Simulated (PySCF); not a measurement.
2-iodocyclopenta-1,3-diene (C₅H₅I), SMILES IC1=CCC=C1. Heavy atoms are numbered as in [I:1][C:2]1=[CH:3][CH2:4][CH:5]=[CH:6]1. Hydrogens are named by the atom that carries them.

Geometry: PBE0-D3(BJ)/def2-SVP. The def2 effective core potentials stand for the cores of I; spin–orbit coupling is left out. One conformer was computed; it need not be the lowest.

Calculation: PBE/def2-TZVP (PySCF).

ESP charges are fitted to the potential on shells at 1.4 to 2.0 van der Waals radii. Atomic charges (e), one atom of each kind:

```
atom      Löwdin  Mulliken  ESP fit
--------  ------  --------  -------
I1          0.34     -0.04    -0.04
C2         -0.40      0.10    -0.11
C3 (CH)    -0.16     -0.26    -0.06
C4 (CH2)   -0.23     -0.05    -0.09
C5 (CH)    -0.15     -0.17    -0.12
C6 (CH)    -0.16     -0.18    -0.14
H on C3     0.14      0.13     0.10
H on C4     0.17      0.12     0.10
H on C5     0.14      0.12     0.11
H on C6     0.14      0.12     0.15
```

Q: Give the Mayer and Wiberg (Löwdin basis) orders of the bonds. (An estimate is asked for; the answer gives what the named calculation found.)

A: 
```tsv
bond	Mayer	Wiberg
I1–C2	1.05	1.49
C2–C3	1.68	1.84
C3–C4	1.05	1.21
C4–C5	1.07	1.22
C2–C6	1.07	1.27
C5–C6	1.77	1.89
```
